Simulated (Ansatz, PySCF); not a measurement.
Energy difference R1 + R2 → P1, each structure at its B3LYP-D3(BJ)/def2-TZVP stationary point, reached from a drawn start (curvature not checked).
P1: CH4O2 (SMILES OCO), charge 0, multiplicity 1.
R1: CH2O (SMILES C=O), charge 0, multiplicity 1.
R2, H2O (SMILES O) (charge 0, multiplicity 1):
```json
[
 {"atom": "O", "x (Å)": "0.0000", "y (Å)": "0.0000", "z (Å)": "0.3896"},
 {"atom": "H", "x (Å)": "0.0000", "y (Å)": "0.7650", "z (Å)": "-0.1949"},
 {"atom": "H", "x (Å)": "0.0000", "y (Å)": "-0.7650", "z (Å)": "-0.1949"}
]
```

P less R. No zero-point or thermal terms.

Frozen-core correlation throughout.

Codes used: Ansatz (a first-principles code); PySCF for the D3/D4 terms. All values are computed, each at the level named.

```tsv
level	reaction energy (kcal/mol)
PBE-D4/def2-TZVPPD	-15.73
BLYP-D3(BJ)/def2-TZVPPD	-10.18
revPBE-D4/def2-TZVPPD	-13.29
r2SCAN/def2-TZVPPD	-16.71
B3LYP/def2-TZVPPD	-11.99
B3LYP-D3(BJ)/def2-TZVPPD	-13.35
PBE0-D3(BJ)/def2-TZVPPD	-18.08
CCSD/aug-cc-pVTZ	[?]
CCSD/aug-cc-pVQZ	[?]
```

### Question
Complete the blanks.

### Answer

- CCSD/aug-cc-pVTZ, reaction energy (kcal/mol): -14.40
- CCSD/aug-cc-pVQZ, reaction energy (kcal/mol): -14.42
